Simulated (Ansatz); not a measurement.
Program: Ansatz. Geometries: PBE0-D4/def2-TZVP. ΔE: electronic, gas phase. CBS: MP2 limit from def2 TZ/QZ plus the TZ coupled-cluster correction, frozen cores. Functionals use def2-TZVPP. For Cu, Ge outer-core shells are correlated without core-valence functions, which leaves a few kJ/mol of doubt a bond. Scalar relativity is left out up to krypton. One conformer a species, not always the lowest.

`C[Si](C)(C)[O][Cu]` + `CC(C)(C)[N]([GeH3])c1ccccc1` → `C[Si](C)(C)[N]([GeH3])c1ccccc1` + `CC(C)(C)[O][Cu]`  (redistribution)

```csv
level,ΔE (kJ/mol)
LDA (SPW92),31.9
PBE-D4,30.9
r2SCAN-D4,38.3
r2SCAN,38.0
PBE0,42.2
r2SCAN0,47.0
RPA@PBE/def2-TZVPP,52.5
MP2/CBS(def2),65.3
```

Question: What does CCSD(T)/CBS give? (An estimate is asked.)

Answer: The calculation gave: +56.2 kJ/mol. The listed levels differ from it by -24.3, -25.3, -17.9, -18.2, -14.0, -9.2, -3.7, 9.1 kJ/mol.

Largest T1 diagnostic among the species: 0.029, so the coupled-cluster value is less sure than usual.

From r2SCAN to r2SCAN0 (25 % exact exchange), in def2-TZVPP and without D4, ΔE moves by +9.0 kJ/mol. Leaving LDA and LC-ωPBE aside and taking each functional with its dispersion term where it has one, the values, not all of them listed here, spread over 24.4 kJ/mol, from PBE-D4 to PBE-QIDH.
